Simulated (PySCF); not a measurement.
AlHO2, Al2H3NO, AlH3N, BClH4OSi and others (calculated)

Computed with PySCF 2.14.0. Calculation on a computer-drawn molecule: optimised geometry and harmonic frequencies of an isolated molecule of the commonest isotopes, restricted reference for singlets and unrestricted otherwise, frozen core in MP2.

Common to all runs: charge 0; basis cc-pV(D+d)Z.

(1) AlHO2

Start structure:
```xyz
4
AlHO2
O     -0.1550    -3.8115    -2.4163
Al    -0.5616    -2.3337    -2.0622
O     -0.9585    -0.7890    -1.6622
H     -1.5129    -0.0548    -1.8521
```

- multiplicity: 1
- method: MP2
- rotational constants: 922.8, 5.413, 5.381 GHz
- total energy: -392.7019 hartree
- convergence status largest gradient component: 3.74e-06 hartree/bohr

Drawn bonds:
```tsv
atom	other atom	order
1	2	2
2	3	1
3	4	1
```

Optimised structure:
```xyz
4
AlHO2
O     -0.1838    -3.8330    -2.4577
Al    -0.5526    -2.3042    -2.0371
O     -0.8932    -0.7152    -1.5555
H     -1.5584    -0.1366    -1.9425
```

Modes:
```tsv
frequency (cm⁻¹)	reduced mass (dalton)
188.3	7.968
199.1	14.36
511.3	1.392
751.1	4.775
1130	14.6
3950	1.068
```

(2) Al2H3NO

Start structure:
```xyz
7
Al2H3NO
O      2.3146    -3.7934     0.2155
Al     1.2026    -2.6772     0.2116
N     -0.0410    -1.4317     0.1857
Al    -0.7946    -0.4969     1.5227
H     -0.3885    -1.2049    -0.7355
H     -0.2664    -0.8354     2.9667
H     -1.9002     0.5689     1.1856
```

* multiplicity: 1
* method: MP2
* rotational constants: 27.52, 1.764, 1.658 GHz
* total energy: -615.4325 hartree
* convergence status largest gradient component: 2.971e-05 hartree/bohr

Drawn bonds:
```tsv
atom	other atom	order
1	2	2
2	3	1
3	4	1
3	5	1
4	6	1
4	7	1
```

Optimised structure:
```xyz
7
Al2H3NO
O      2.3526    -3.8252     0.2639
Al     1.1998    -2.6729     0.2219
N     -0.0663    -1.4101     0.1556
Al    -0.8016    -0.4895     1.5251
H     -0.4076    -1.1925    -0.7865
H     -0.2391    -0.8654     2.9474
H     -1.9112     0.5851     1.2248
```

Modes:
```tsv
frequency (cm⁻¹)	reduced mass (dalton)
95.85	5.301
135	1.567
202.2	6.481
224.2	4.835
482.6	1.757
500.9	1.117
627.6	1.156
640.7	3.089
789.9	1.138
837.5	2.918
999.6	1.389
1099	16.3
1988	1.023
2001	1.062
3560	1.074
```

(3) AlH3N

Start structure:
```xyz
5
AlH3N
N      1.4179    -0.5992     0.1963
Al     0.5568    -0.4187    -1.4431
H      2.0541    -0.0071     0.5831
H      1.3998    -1.3796     0.7843
H      1.1693    -0.9367    -2.8770
```

* multiplicity: 2
* method: HF
* rotational constants: 155.7, 13.75, 12.64 GHz
* total energy: -298.1146 hartree
* spin squared: 0.7546
* convergence status largest gradient component: 2.394e-05 hartree/bohr

Drawn bonds:
```tsv
atom	other atom	order
1	2	1
1	3	1
1	4	1
2	5	1
```

Optimised structure:
```xyz
5
AlH3N
N      1.4810    -0.5624     0.1020
Al     1.0531    -0.0744    -1.5444
H      1.6558     0.0589     0.8698
H      1.5852    -1.5127     0.4103
H      0.8229    -1.2507    -2.5940
```

Modes:
```tsv
frequency (cm⁻¹)	reduced mass (dalton)
460.8	1.255
511.6	1.033
519.3	1.035
772.8	1.306
831.2	5.762
1671	1.11
1910	1.044
3765	1.052
3852	1.093
```

(4) BClH4OSi

Start structure:
```xyz
8
BClH4OSi
O     -0.9177    -0.0695    -3.0659
B     -1.1867    -0.7384    -1.9228
Si    -2.3019    -0.0162    -0.5324
Cl    -3.9425    -1.2229    -0.1798
H     -1.2148     0.7957    -3.1949
H     -0.7157    -1.7642    -1.9933
H     -2.8465     1.3397    -0.7615
H     -1.5849     0.0972     0.8174
```

* multiplicity: 1
* method: HF
* rotational constants: 10.64, 1.917, 1.746 GHz
* total energy: -850.4069 hartree
* convergence status largest gradient component: 1.336e-05 hartree/bohr

Drawn bonds:
```tsv
atom	other atom	order
1	2	1
2	3	1
3	4	1
1	5	1
2	6	1
3	7	1
3	8	1
```

Optimised structure:
```xyz
8
BClH4OSi
O     -0.9010    -0.0604    -3.1311
B     -1.1581    -0.7266    -1.9907
Si    -2.3055     0.0260    -0.4658
Cl    -3.9585    -1.2277    -0.2266
H     -1.2906     0.7982    -3.2011
H     -0.6764    -1.8226    -1.9001
H     -2.8316     1.3831    -0.7437
H     -1.5889     0.0515     0.8259
```

Modes:
```tsv
frequency (cm⁻¹)	reduced mass (dalton)
44.39	3.73
156.2	3.208
250.5	2.547
487.6	2.252
556.5	5.204
657.9	1.861
671.1	1.871
761.3	1.114
872.9	1.126
934.3	1.251
1029	1.057
1082	1.122
1251	1.328
1403	6.181
2304	1.042
2329	1.04
2706	1.093
4156	1.067
```

(5) Al2H4O

Start structure:
```xyz
7
Al2H4O
Al    -2.0346    -0.4423    -0.3937
O     -0.4884     0.1192    -0.7416
Al     1.0581     0.6803    -1.0886
H     -2.2049    -1.8920     0.2020
H     -3.2698     0.4966    -0.6732
H      1.8570     1.4587     0.0255
H      1.6657     0.4121    -2.5184
```

* multiplicity: 1
* method: MP2
* rotational constants: 65.51, 2.728, 2.727 GHz
* total energy: -561.4488 hartree
* convergence status largest gradient component: 5.268e-06 hartree/bohr

Drawn bonds:
```tsv
atom	other atom	order
1	2	1
2	3	1
1	4	1
1	5	1
3	6	1
3	7	1
```

Optimised structure:
```xyz
7
Al2H4O
Al    -2.0570    -0.4506    -0.3886
O     -0.4883     0.1191    -0.7415
Al     1.0807     0.6885    -1.0937
H     -2.2165    -1.9002     0.2077
H     -3.2846     0.4953    -0.6730
H      1.8709     1.4641     0.0272
H      1.6779     0.4164    -2.5261
```

Modes:
```tsv
frequency (cm⁻¹)	reduced mass (dalton)
83.31	4.225
83.59	4.238
122.3	1.008
511.1	6.785
574.9	1.222
575.2	1.223
649.9	1.188
650	1.189
809.5	1.053
840.4	1.113
1052	16.26
1979	1.022
1985	1.063
1985	1.063
1989	1.025
```

(6) AlH3O2

Start structure:
```xyz
6
AlH3O2
O     -2.2367     0.1224    -1.1425
Al    -1.0375     0.9018    -0.3146
O     -1.1695     1.4163     1.3280
H     -2.8612    -0.3412    -1.6814
H      0.1906     1.1807    -0.9888
H     -1.1291     1.7197     2.2008
```

* multiplicity: 1
* method: HF
* rotational constants: 30.14, 6.742, 5.509 GHz
* total energy: -393.5107 hartree
* convergence status largest gradient component: 7.184e-06 hartree/bohr

Drawn bonds:
```tsv
atom	other atom	order
1	2	1
2	3	1
1	4	1
2	5	1
3	6	1
```

Optimised structure:
```xyz
6
AlH3O2
O     -2.0789     0.0783    -1.3579
Al    -1.0197     0.8991    -0.3410
O     -1.5233     1.2476     1.2304
H     -2.9491    -0.2253    -1.1600
H      0.3885     1.3069    -0.8895
H     -1.0609     1.6931     1.9194
```

Modes:
```tsv
frequency (cm⁻¹)	reduced mass (dalton)
260.7	3.622
362.4	1.096
407.9	1.225
552.9	1.292
560.2	1.13
620.9	1.428
728	1.21
826.8	4.449
966	7.167
2049	1.044
4222	1.068
4234	1.068
```
